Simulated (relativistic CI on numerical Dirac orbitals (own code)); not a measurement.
## Electric-dipole transitions in Cu XX

Method of calculation: Dirac-Coulomb-Breit CI, separate exchange-only KLI orbitals for each configuration, model QED (radiative potential, 1s self-energy scaled to tabulated hydrogen-like ionisation energies), unscaled Slater integrals (own radial code, finite nucleus).

Configuration list (outside the closed core 1s2): 2s2.2p6, 2s2.2p5.3s, 2s2.2p5.3p, 2s2.2p5.3d, 2s.2p6.3s, 2s.2p6.3p, 2s.2p6.3d, 2s2.2p5.4s, 2s2.2p5.4p, 2s2.2p5.4d, 2s2.2p5.4f, 2s.2p6.4s, 2s2.2p4.3s2, 2s.2p6.4p, 2s.2p6.4d, 2s2.2p4.3s.3p. Levels of other configurations are missing.

```tsv
λ vac (Å)	Lower	Upper	A (s⁻¹)	log gf	S velocity/length
11.380	2s2.2p6 1S_0 [1]	2s2.2p5.3d 1P°_1 [27]	4.13e+13	0.38	0.96
11.599	2s2.2p6 1S_0 [1]	2s2.2p5.3d 3D°_1 [23]	1.50e+13	-0.04	0.96
34.956	2s2.2p5.3s 3P°_2 [2]	2s2.2p5.4p 3D_3 [42]	4.63e+11	-0.23	1.00
37.113	2s2.2p5.3p 3D_2 [7]	2s2.2p5.4d 3F°_3 [53]	9.01e+11	0.11	0.99
37.516	2s2.2p5.3p 3D_3 [8]	2s2.2p5.4d 3F°_4 [50]	1.09e+12	0.32	1.00
37.603	2s2.2p5.3p 3D_2 [14]	2s2.2p5.4d 3F°_3 [70]	1.08e+12	0.21	1.00
37.736	2s2.2p5.3p 3P_2 [10]	2s2.2p5.4d 3D°_3 [55]	8.82e+11	0.12	0.99
42.562	2s2.2p5.3d 3P°_1 [17]	2s2.2p5.4f 3D_2 [63]	1.25e+12	0.23	0.98
42.864	2s2.2p5.3d 3P°_2 [19]	2s2.2p5.4f 3F_3 [64]	1.67e+12	0.51	0.99
42.936	2s2.2p5.3d 3F°_4 [18]	2s2.2p5.4f 3G_5 [62]	2.43e+12	0.87	1.00
42.982	2s2.2p5.3d 3F°_2 [24]	2s2.2p5.4f 3G_3 [72]	2.26e+12	0.64	1.00
43.059	2s2.2p5.3d 3F°_3 [20]	2s2.2p5.4f 1G_4 [61]	2.15e+12	0.73	0.99
43.104	2s2.2p5.3d 3D°_2 [25]	2s2.2p5.4f 3D_3 [75]	2.25e+12	0.64	0.99
43.254	2s2.2p5.3d 1F°_3 [26]	2s2.2p5.4f 3G_4 [73]	2.39e+12	0.78	1.00
43.283	2s2.2p5.3d 1D°_2 [21]	2s2.2p5.4f 1F_3 [66]	2.00e+12	0.59	0.99
43.488	2s2.2p5.3d 3D°_3 [22]	2s2.2p5.4f 3F_4 [67]	2.01e+12	0.71	0.99
44.546	2s2.2p5.3d 1P°_1 [27]	2s2.2p5.4f 3F_2 [74]	1.67e+12	0.39	0.98
44.569	2s2.2p5.3d 3D°_1 [23]	2s2.2p5.4f 1D_2 [65]	1.46e+12	0.34	0.99
240.85	2s2.2p5.3p 3D_3 [8]	2s2.2p5.3d 3F°_4 [18]	1.34e+10	0.02	1.13
286.20	2s2.2p5.3s 3P°_2 [2]	2s2.2p5.3p 3D_3 [8]	8.73e+09	-0.12	1.12
```

Terms are leading LS components. Brackets give the number of a level in order of energy, since labels repeat. The list gives strong lines, with weight on those to low levels, among the lowest 85 of 132 levels, so that lines to higher ones, which can be the strongest, are missing. Levels whose partners in the same complex of configurations lie outside the list can be far off, and so can their lines. Rates are taken at the computed energies, electric ones in the length gauge. A velocity-to-length ratio far from 1 marks an uncertain rate.

At this charge energies of transitions that change n are usually good to better than 1 %, and those within a shell (Δn = 0) to a few per cent.

Q: From the table, what is the radiative lifetime of 2s2.2p5.3d 1P°_1?

A: The listed rates from this level add up to about 4.13e+13 s⁻¹, 100 % of its decay; with all channels τ = 2.42e-14 s.

LS names give the leading component of a level, which can be under half, so a name can repeat, a term be missing and a line seem to break the LS rules.
